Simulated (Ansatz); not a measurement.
CH8O2Si2, SMILES `O[SiH2]C[SiH2]O`, relaxed with RKS PBE0-D4/def2-TZVP in the Gaussian-basis code of Ansatz from a GFN2-xTB geometry. The force threshold is 0.005 eV/Å; the program also tests the step.

Total charge 0; spin multiplicity 1.

Start:

```xyz
13

O     0.151    0.885    1.934
Si    1.307    0.106    1.105
C     0.582   -0.931   -0.326
Si   -1.046   -0.318   -1.071
O    -1.242    1.228   -0.554
H    -0.546    1.296    1.422
H     2.269    1.062    0.544
H     1.912   -0.741    2.128
H     0.426   -1.953    0.016
H     1.330   -1.003   -1.114
H    -1.029   -0.320   -2.539
H    -2.200   -1.093   -0.602
H    -1.913    1.782   -0.943
```

```csv
step,energy (eV),largest force (eV/Å),largest move (Å)
1,-21010.1049,0.923,0.000
2,-21010.1788,0.462,0.055
3,-21010.1920,0.223,0.033
4 (rejected),-21010.1914,0.357,0.102
5,-21010.1980,0.050,0.049
6,-21010.2000,0.038,0.063
7,-21010.2007,0.031,0.056
8,-21010.2011,0.034,0.019
9,-21010.2015,0.029,0.021
10,-21010.2019,0.048,0.025
11,-21010.2022,0.046,0.029
12,-21010.2029,0.098,0.097
13,-21010.2039,0.108,0.029
14,-21010.2068,0.276,0.198
15,-21010.2107,0.201,0.034
16,-21010.2194,0.337,0.158
17,-21010.2222,0.483,0.195
18,-21010.2337,0.268,0.036
19,-21010.2421,0.200,0.132
20,-21010.2495,0.058,0.120
21,-21010.2514,0.075,0.100
22,-21010.2521,0.043,0.011
23,-21010.2524,0.016,0.019
24,-21010.2525,0.005,0.006
25,-21010.2525,0.006,0.012
26,-21010.2525,0.005,0.005
```

End:

```xyz
13

O     0.391    1.050    1.903
Si    1.371    0.159    0.931
C     0.358   -1.052   -0.082
Si   -0.910   -0.226   -1.151
O    -1.603    0.952   -0.198
H    -0.426    1.324    1.469
H     2.146    1.011   -0.017
H     2.326   -0.549    1.820
H    -0.136   -1.754    0.598
H     1.030   -1.632   -0.725
H    -0.274    0.400   -2.343
H    -1.966   -1.160   -1.631
H    -2.308    1.477   -0.577
```

It took 42 s on 2 threads of an AMD EPYC 7R13 on a shared host and a share of an NVIDIA H100 80 GB, with 0.87 GiB of host memory at the peak.
